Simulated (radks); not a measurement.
The numbers below are computed, except where a source is named.
Al V, 9 electrons, occupied as [He] 2s2 2p5 (the NIST ground configuration).

Level of theory: scalar-relativistic Kohn-Sham, r2SCAN, spin-polarised, spherical densities, finite nucleus; open shells are filled with parallel spins first; meta-GGA in the generalised Kohn-Sham scheme; Fermi nuclear charge, rms radius 3.061 fm (a radial shooting solver on a logarithmic mesh with Libxc functionals).

Energy parts (hartree):
total: -236.38345
kinetic: 236.92278
electron-nucleus: -542.38712
Hartree: 85.78634
exchange-correlation: -16.70545

Orbitals (lengths in bohr, moments of r in powers of bohr):
orbital  occ.  eigenvalue (hartree)      <r^4>
1s up       1             -58.86257  0.0009843
1s down     1             -58.79065  0.0009776
2s up       1              -6.66642     0.3300
2s down     1              -6.53149     0.3408
2p up       3              -5.22266     0.3295
2p down     2              -5.06624     0.3486

The highest occupied level is 2p down at -137.86 eV. Summed over all electrons, <r^2> = 2.891 bohr^2, which gives a Langevin (diamagnetic) susceptibility term of -2.29 x 10^-6 cm^3/mol. For comparison, the ionisation energy in NIST's Atomic Spectra Database is 153.83 eV (semi-empirical). In exact Kohn-Sham theory the highest level is minus the ionisation energy, but local and semilocal functionals leave it too shallow, through self-interaction and a potential that decays too fast; potentials with the right tail come closer. The density falls to 0.001 e/bohr^3 at r = 1.83 bohr. The electron density at the nucleus is 1505 e/bohr^3 (large components only). The spin density at the nucleus is -0.085 e/bohr^3 (1s -1.172, 2s 1.088).
